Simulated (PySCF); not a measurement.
# [Eu(NH3)3]3+: from a saddle point downhill

PySCF 2.14.0, RKS BP86, Eu lcecp-1-SVP with ECP52, N def2-SVP, H def2-SVP; non-relativistic Hamiltonian with scalar-relativistic core potentials where named; density fitting; no spin-orbit coupling. Relaxed within the symmetry of its start, the geometry (C3h) is

```xyz
13

Eu    0.0000    0.0000    0.0000
N     2.4598    0.0013    0.0000
H     2.9142   -0.4725    0.8164
H     2.9142   -0.4725   -0.8164
H     2.9148    0.9442    0.0000
N    -1.2310    2.1296    0.0000
H    -1.0479    2.7600    0.8164
H    -1.0479    2.7600   -0.8164
H    -2.2751    2.0522    0.0000
N    -1.2288   -2.1309    0.0000
H    -1.8663   -2.2875    0.8164
H    -1.8663   -2.2875   -0.8164
H    -0.6397   -2.9964    0.0000
```

and its lowest harmonic modes are -49, -49, -49, -41, 85, 85 cm⁻¹ (negative: unstable). It was moved along the lowest mode and relaxed again, within the group C3 that the move left.

(1) Where does it end, and how much lower?

(2) How do the contacts change?

(3) Is the end a minimum?

An lcecp potential fixes the number of 4f electrons, so in runs with it no electron can move into or out of that shell.

State: singlet in the valence, with the 4f electrons in the core potential.

Results:

(1) In C3, 0.035 eV lower, after 18 steps:
```xyz
13

Eu    0.0000    0.0000    0.7560
N     2.3349   -0.0004    0.0096
H     3.0306   -0.2796    0.7422
H     2.5715   -0.6404   -0.7847
H     2.7072    0.9216   -0.3183
N    -1.1671    2.0222    0.0096
H    -1.2732    2.7644    0.7422
H    -0.7312    2.5471   -0.7847
H    -2.1517    1.8837   -0.3183
N    -1.1678   -2.0219    0.0096
H    -1.7574   -2.4848    0.7422
H    -1.8403   -1.9068   -0.7847
H    -0.5555   -2.8053   -0.3183
```

(2) 
```
      contact  saddle (Å)  end (Å)
 Eu1–N2 (NH3)       2.460    2.451
 Eu1–N6 (NH3)       2.460    2.451
Eu1–N10 (NH3)       2.460    2.451
```


(3) Yes, as far as the noise of the softest modes lets one tell (those above −25 cm⁻¹ count as noise); lowest modes -12, -12, 6, 53, 78, 78 cm⁻¹.
